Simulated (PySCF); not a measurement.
A species of formula C5H4O2S has this rotational fingerprint, computed with PBE0-D3(BJ)/def2-TZVP geometry optimisation, gas phase (PySCF 2.14.0):

```
Rotational constants : A = 4526, B = 1185, C = 938.9 MHz
Dipole components    : |μa| = 1.24 D, |μb| = 1.17 D, |μc| = 0.00 D
Inertial defect      : 0.00 u·Å²
κ                    : -0.86
```

Problem. Which candidate fits, each taken in the one conformer that was computed?
A. `[O:1]=[C:2]([OH:3])[c:4]1[cH:5][cH:6][cH:7][s:8]1` with O1–C2–O3–H 0°, O1–C2–C4–C5 -1°
B. `[O:1]=[C:2]([OH:3])[c:4]1[cH:5][cH:6][s:7][cH:8]1` with O1–C2–O3–H 0°, O1–C2–C4–C5 0°

Solution. B. It is O=C(O)c1ccsc1, an asymmetric top, point group Cs. The candidates at the same level (rigid rotor, commonest isotopes):

```tsv
SMILES	A (MHz)	B (MHz)	C (MHz)	μa (D)	μb (D)	μc (D)	Δ (u·Å²)	point group	rotor
O=C(O)c1cccs1	3796	1442	1045	1.80	0.88	0.00	-0.02	Cs	asymmetric top
O=C(O)c1ccsc1	4526	1185	938.9	1.24	1.17	0.00	0.00	Cs	asymmetric top
```

`O=C(O)c1cccs1` has B 22 % too high. In the right answer the mirror of this Cs structure is the ab plane, so μc vanishes by symmetry (the 0.01 D computed is a residue). No structure here is proved a minimum.
